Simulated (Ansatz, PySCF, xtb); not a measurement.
Gas-phase reaction in SMILES: [SiH3][SiH2][SiH2][SiH2][SiH2][SiH3] + 5 [H][H] (H2) → 6 [SiH4] (SiH4)
Geometries: B3LYP-D3(BJ)/def2-TZVP minima from Ansatz (a first-principles code), one conformer each, not searched for the lowest. Frequencies are from Ansatz or PySCF.

Property: energy of full hydrogenation (0 K, with B3LYP-D3(BJ) harmonic zero-point energies), in kJ/mol. Correlated levels leave the core frozen unless marked. Spin-orbit coupling is left out. No relativistic terms. CBS marks a two-point X^-3 extrapolation of the correlation energy; Hartree-Fock from the larger set. [CCSD(T)-MP2]/basis is that difference in the basis named.

| level | program | energy of full hydrogenation (kJ/mol) |
|---|---|---|
| GFN1-xTB | xtb | -644.3 |
| HF/cc-pV(D+d)Z | Ansatz | -210.3 |
| HF/cc-pV(T+d)Z | Ansatz | -187.9 |
| HF/cc-pV(Q+d)Z | Ansatz | -194.0 |
| PBE-D4/def2-TZVPD | Ansatz + dftd4 | 57.2 |
| BLYP-D4/def2-TZVPD | Ansatz + dftd4 | 2.8 |
| revPBE-D3(BJ)/def2-TZVPD | Ansatz + dftd3 | 72.9 |

Q: What does RI-MP2/CBS(aug-cc-pV(T+d)Z,aug-cc-pV(Q+d)Z)+[CCSD(T)-MP2]/aug-cc-pV(T+d)Z (Ansatz) give?

A: -12.7 kJ/mol
